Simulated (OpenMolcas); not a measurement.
A calculation on Dy.

```json
{"Program": "OpenMolcas 26.06", "Method": "CASSCF", "Basis": "ANO-RCC-VTZP [8s7p5d3f2g1h]", "Scalar Hamiltonian": "DKH2, point nucleus", "Active space": "10 electrons in 7 orbitals (4f)", "State averaging": "2S+1 = 5 even, 35 roots (30 in the spin-orbit step); 2S+1 = 3 even, 210 roots (99 in the spin-orbit step); 2S+1 = 1 even, 196 roots (31 in the spin-orbit step)", "Spin-orbit coupling": "RASSI with atomic mean-field integrals over the reference wave functions, term energies averaged over their components"}
```

(1) Which level of the active space comes out lowest?

(2) How high does 4f¹⁰ 6s² ⁵F₅ lie?

(3) How high does 4f¹⁰ 6s² ³K₇ lie?

(4) How high does 4f¹⁰ 6s² ⁵F₃ lie?

(5) The level at 23547 cm⁻¹ has J = 2. What is it made of, and what is its g factor?

Measured values: NIST Handbook of Basic Atomic Spectroscopic Data.

Results:

(1) 4f¹⁰ 6s² ⁵I₈, with 95 % of that term; it is also the measured ground level.

(2) 18670 cm⁻¹ above the lowest level.

(3) 25676 cm⁻¹ above the lowest level.

(4) 23207 cm⁻¹ above the lowest level.

(5) 71 % 4f¹⁰ 6s² ⁵F₂, 14 % 4f¹⁰ 6s² ³D, 10 % 4f¹⁰ 6s² ⁵S; g = 1.110, against 1.000 from Landé's formula for the pure leading term.

High states are left out of the spin-orbit mixing, which shifts the levels that they would mix with. Without dynamic correlation excited terms often stand tens of per cent too high (terms of higher spin than the ground term too low), and those without a measured partner can miss by more than the paired ones. With the s shell closed, the reference lacks s² → p² mixing. Computed and measured levels are paired by configuration, term and J; levels that our copy of the source lacks, or whose pairing is in doubt (as where it misses far off the trend of its configuration), stay unpaired and out of the deviations. Only configurations of the active space appear.
